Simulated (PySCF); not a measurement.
Compound: C₅HF₃O₃.
Geometry (PBE0-D3(BJ)/def2-SVP, Å), atoms numbered from 1 in this order:
```
atom  x, y, z in Å
O1     3.367    0.297   -0.410
C2     2.184    0.325   -0.278
C3     1.089    1.317   -0.459
F4     1.080    2.550   -0.853
C5     0.097    0.463   -0.057
O6    -1.204    0.610    0.077
C7    -1.946   -0.560    0.296
F8    -3.023   -0.194    0.968
F9    -2.314   -1.043   -0.887
C10    1.065   -0.656    0.176
O11    0.972   -1.785    0.559
H12   -1.361   -1.315    0.845
```

All values: wB97X-D/def2-SVPD (PySCF, non-relativistic), on one gas-phase PBE0-D3(BJ)/def2-SVP geometry that isn't relaxed in the solvent. The solvent is an IEF-PCM continuum (cavity from Bondi-type radii × 1.2), and excitations are vertical TDDFT with non-equilibrium linear response and a frozen core. Only the electrostatic response of the medium enters.

| run | E − E(gas) (kcal/mol) | HOMO (eV) | HOMO–LUMO gap (eV) | dipole (D) | lowest singlet (eV) | static polarisability (au) |
| --- | --- | --- | --- | --- | --- | --- |
| gas | 0.00 | -9.83 | 9.10 | 2.42 | 3.77 | 71.4 |
| P | -8.13 | -9.68 | 9.33 | 3.28 | 3.92 | 94.2 |
| Q | -5.57 | -9.71 | 9.25 | 3.01 | 3.87 | 86.6 |

Question: The runs were made in chloroform and water. Which run belongs to which solvent?

Answer: P = water, Q = chloroform. The dielectric constants are 4.711 (chloroform), 78.36 (water), and the energy falls further as ε rises. The optical constants n² used for the excitations are 2.09, 1.78 in the same order. In this model the ground state sees the solvent through ε alone.

Question: How constant is the ratio of the lowering to (ε − 1)/(2ε + 1)?

Answer: 
| solvent | (ε − 1)/(2ε + 1) | E − E(gas) (kcal/mol) | ratio (kcal/mol) | polarisation term (kcal/mol) |
| --- | --- | --- | --- | --- |
| chloroform | 0.356 | -5.57 | -15.6 | -6.29 |
| water | 0.490 | -8.13 | -16.6 | -9.69 |

The ratio changes by +6.0 % in size from chloroform to water. The polarisation term is half the interaction of the solute with the induced surface charges.

wB97X-D is run here without its empirical dispersion term; that term would change no orbital, density or response property at a fixed geometry.
